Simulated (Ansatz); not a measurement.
The same path of C₂H₄FSi (8 atoms, charge 1, multiplicity 1) was run twice with different band settings. The coordinate that changes most is the dihedral F4–Si2–C3–H6.

Method: RKS revPBE/def2-SVP (Ansatz).

Relaxed end points:

```xyz
8
Properties=species:S:1:pos:R:3
C -0.654 1.654 -0.894
Si -0.415 -0.067 -0.561
C 0.630 -0.699 0.814
F -0.846 -0.978 -1.816
H -1.235 2.592 -0.806
H 0.870 0.113 1.533
H 1.572 -1.108 0.386
H 0.078 -1.507 1.343
```

```xyz
8
Properties=species:S:1:pos:R:3
C -0.923 1.621 -0.703
Si -0.214 -0.002 -0.667
C 0.602 -0.719 0.816
F 0.025 -0.580 -2.150
H -1.800 2.291 -0.624
H 1.699 -0.758 0.632
H 0.214 -1.749 0.978
H 0.398 -0.105 1.718
```

Common settings: spring 5.0 eV/Å²; optimiser quadratic models (default); start path through a guess of the saddle point; force threshold 0.05 eV/Å; iteration limit 60; end points relaxed.

| run | movable images | climbing image |
| --- | --- | --- |
| 1 | 9 | yes |
| 2 | 4 | no |

Problem. What does each run give, and how far can it be trusted?

Solution. Run 1: converged after 18 iterations, highest image 0.028 eV above the first end. A vibrational analysis at the climbing image gives one clearly imaginary mode, 103i cm⁻¹: a first-order saddle point.
Run 2: converged after 15 iterations, highest image 0.026 eV above the first end. No image climbed, so the highest image needn't sit at the top of the path.
Limits of this set-up: the dipole of an ion depends on the origin.
